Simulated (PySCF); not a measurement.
# Electron correlation in F³⁺ (fluorine, charge +3)

[He] 2s2 2p2, high-spin 3P determinant. All numbers are calculated (PySCF 2.14, the spin-free X2C one-electron Hamiltonian (Gaussian nucleus), in dyall-acv3z (15s9p4d2f, 76 functions)). Frozen: 1s2; 4 electrons correlated; the 19 highest virtual orbitals of each spin left out.

```csv
level,correlation energy (mhartree)
CCSD,-105.32
(T),-1.20
CCSD(T),-106.52
```

Diagnostics: T1 = 0.0038, D1 = 0.0078, largest double amplitude 0.121.

Cost of the coupled-cluster step: about 2.4 core-seconds, for 4 correlated electrons.

Iterations:

```
CC2 = 0
CCSD nocc = (np.int64(3), np.int64(1)), nmo = (56, 56)
frozen orbitals [[0, 57, 58, 59, 60, 61, 62, 63, 64, 65, 66, 67, 68, 69, 70, 71, 72, 73, 74, 75], [0, 57, 58, 59, 60, 61, 62, 63, 64, 65, 66, 67, 68, 69, 70, 71, 72, 73, 74, 75]]
max_cycle = 100
direct = 0
conv_tol = 1e-08
conv_tol_normt = 1e-06
diis_space = 8
diis_start_cycle = 0
Init t2, MP2 energy = -0.0834015066392661
Init E_corr(UCCSD) = -0.0834015066392828
cycle = 1  E_corr(UCCSD) = -0.0977084587405527  dE = -0.0143069521  norm(t1,t2) = 0.0336664
cycle = 2  E_corr(UCCSD) = -0.102035053496225  dE = -0.00432659476  norm(t1,t2) = 0.0152125
cycle = 3  E_corr(UCCSD) = -0.105384257835092  dE = -0.00334920434  norm(t1,t2) = 0.00745025
cycle = 4  E_corr(UCCSD) = -0.105306313669369  dE = 7.79441657e-05  norm(t1,t2) = 0.000602412
cycle = 5  E_corr(UCCSD) = -0.105317427329032  dE = -1.11136597e-05  norm(t1,t2) = 5.88656e-05
cycle = 6  E_corr(UCCSD) = -0.105315092577396  dE = 2.33475164e-06  norm(t1,t2) = 8.88133e-06
cycle = 7  E_corr(UCCSD) = -0.105315804951015  dE = -7.12373618e-07  norm(t1,t2) = 1.65931e-06
cycle = 8  E_corr(UCCSD) = -0.105315668567933  dE = 1.36383082e-07  norm(t1,t2) = 3.1957e-07
cycle = 9  E_corr(UCCSD) = -0.105315670629082  dE = -2.06114903e-09  norm(t1,t2) = 2.9467e-08
UCCSD converged
E(UCCSD) = -95.51964122125399  E_corr = -0.1053156706290819
UCCSD(T) correction = -0.00120258528136559
```
